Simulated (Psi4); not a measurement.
A dimer, HCl ··· CH3Br (SMILES Cl and CBr); the first 2 atoms form monomer A.

```
7

Cl     0.6410     0.0000     0.0000
H     -0.6410     0.0000     0.0000
C      2.7013    -2.2119     4.7235
Br     1.9839    -0.3939     4.8321
H      2.5539    -2.5633     3.7084
H      2.1562    -2.8233     5.4338
H      3.7553    -2.1646     4.9735
```

### Question
What interaction energy does SAPT0/jun-cc-pVDZ, frozen core in Psi4 give, and which attractive term is the largest?

### Answer
Total 0.00 kcal/mol: electrostatics 0.08, exchange 0.04, induction -0.01, dispersion -0.12. The most attractive term is dispersion.
